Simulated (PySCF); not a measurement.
**Mayer bond orders and bond lengths**

Species: C3H7FSi.
Numbering: `[CH3:1][Si@@H:2]1[CH2:3][C@@H:4]1[F:5]` (hydrogens: H6, H7, H8 on C1; H9 on Si2; H10, H11 on C3; H12 on C4)

Geometry (PBE0-D3(BJ)/def2-SVP, Å), atoms numbered from 1 in this order:
```
atom  x, y, z in Å
C1     1.546    0.521   -0.879
Si2    0.549   -0.217    0.515
C3    -1.099   -0.988    0.089
C4    -1.211    0.387    0.742
F5    -1.700    1.378   -0.068
H6     0.859    1.077   -1.536
H7     2.300    1.226   -0.498
H8     2.058   -0.250   -1.474
H9     1.288   -0.716    1.704
H10   -1.360   -0.990   -0.978
H11   -1.529   -1.840    0.628
H12   -1.691    0.413    1.730
```

Bond orders from the PBE0/pcSseg-1 density (PySCF). Geometry: PBE0-D3(BJ)/def2-SVP; no solvent, vibrations or thermal averaging.

Where do the orders between heavy atoms depart from those drawn in the SMILES?

The largest departure is 0.127, at C4–F5 (drawn single, 0.873). Drawn single, order below 0.88: C4–F5 (0.873).

Set the Mayer orders of the bonds beside their lengths.

```csv
bond,drawn as,length (Å),Mayer order
C1–Si2,single,1.866,0.991
Si2–C3,single,1.869,0.943
C3–C4,single,1.526,0.891
C4–F5,single,1.371,0.873
C4–Si2,single,1.875,0.923
C1–H6,single,1.101,0.946
C1–H7,single,1.100,0.953
C1–H8,single,1.100,0.953
Si2–H9,single,1.487,0.916
C3–H10,single,1.098,0.937
C3–H11,single,1.096,0.940
C4–H12,single,1.099,0.938
```

By pair of heavy elements: C–Si: lowest C4–Si2 (0.923, 1.875 Å), highest C1–Si2 (0.991, 1.866 Å).

Sum the orders of all bonds at each heavy atom with more than one neighbour and set the sums beside the valence in the SMILES.

C1 3.843 (drawn 4), Si2 3.773 (drawn 4), C3 3.711 (drawn 4), C4 3.625 (drawn 4). Orders between atoms that aren't bonded are not in these sums.

The Mayer order sums products of elements of PS (density times overlap matrix) between the two atoms' basis functions, so it depends on the basis set.
